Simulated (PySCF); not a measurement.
States of one metal complex from SC-NEVPT2 in the d shell, PySCF, above the ground state:

```tsv
2S+1	degeneracy	energy / cm⁻¹	f (electric dipole)
5	2	0	–
5	1	3514	0
5	2	4476	0
3	2	20411	–
3	2	20552	–
3	2	20903	–
3	1	21106	–
3	2	21416	–
3	1	21474	–
3	2	21514	–
3	2	22647	–
3	2	23092	–
```

Task: Which of these complexes, all computed at model or optimised geometries, gave the data?
A. FeBr2 (d6, linear)
B. [Fe(SH)4]2- (d6, tetrahedral)
C. [Mn(H2O)4]3+ (d4, tetrahedral)
D. [Fe(H2O)5]2+ (d6, trigonal bipyramidal)

Result: A. FeBr2 (d6, linear) has 5Δg, then 5Σg+ at 3514, 5Πg at 4476 cm⁻¹ (NEVPT2). The others: [Fe(SH)4]2- (d6, tetrahedral) has 5E-like, then 5E-like at 2548, 5T2-like at 4626 cm⁻¹ (NEVPT2); [Mn(H2O)4]3+ (d4, tetrahedral) has 5B2 (from 5T2), then 5E (from 5T2) at 1833, 5A1 (from 5E) at 6930 cm⁻¹ (NEVPT2); [Fe(H2O)5]2+ (d6, trigonal bipyramidal) has 5A'', then 5A'' at 1821, 5A' at 4736 cm⁻¹ (NEVPT2).

On FeBr2: No frequencies were computed for the optimised geometry. NEVPT2 lifts 5Πg from 3132 to 4476 cm⁻¹; on the d shell alone such lifts tend to overshoot.
